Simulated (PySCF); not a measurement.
Species: CH₄F₂O₃Si.
Bonds: O1–Si2, Si2–O3, Si2–O4, Si2–C5, C5–F6, C5–F7. Hydrogens: H8 on O1; H9 on O3; H10 on O4; H11 on C5.

Theory: PBE0-D3(BJ)/def2-SVP geometry optimisation, gas phase in PySCF.

**Question.** What internal coordinates does the optimisation give?

**Answer.** 
```tsv
bond	length (Å)
O1–Si2, Si2–O3, Si2–O4	1.647
Si2–C5	1.904
C5–F6	1.360
C5–F7	1.371
O1–H8, O3–H9, O4–H10	0.963
C5–H11	1.104
```

Bonds in one row agree within 0.01 Å and their mean is given. A selection of angles:
```tsv
angle	degrees
Si2–O1–H8	117.8
O1–Si2–O3	115.9
O1–Si2–O4	108.9
O1–Si2–C5	103.5
O3–Si2–O4	107.4
O3–Si2–C5	106.6
O4–Si2–C5	114.8
Si2–O3–H9	114.5
Si2–C5–F6	110.3
Si2–C5–F7	106.8
Si2–C5–H11	116.3
F6–C5–F7	107.4
F6–C5–H11	108.1
```

Torsions: O1–Si2–C5–F6 -161° (antiperiplanar); H8–O1–Si2–O3 -69° (synclinal); H9–O3–Si2–O1 -80° (synclinal); H10–O4–Si2–O1 -159° (antiperiplanar). The mirror-image conformer, all signs reversed, is as good.

Of the pairs four or more bonds apart, F7···H9 is among the closest relative to their van der Waals radii: 2.51 Å, 94 % of the sum of Bondi's values. Si2 (oxygen-bound silicon) is distorted tetrahedral (angles from 103.5° to 115.9°).

Point group: C1 (no symmetry element, even within 0.4 Å). Stationary, but not proved a minimum. One conformer, not necessarily the lowest (H–O1–Si2–O3 -69°, O1–Si2–O3–H -80°, O1–Si2–O4–H -159°).
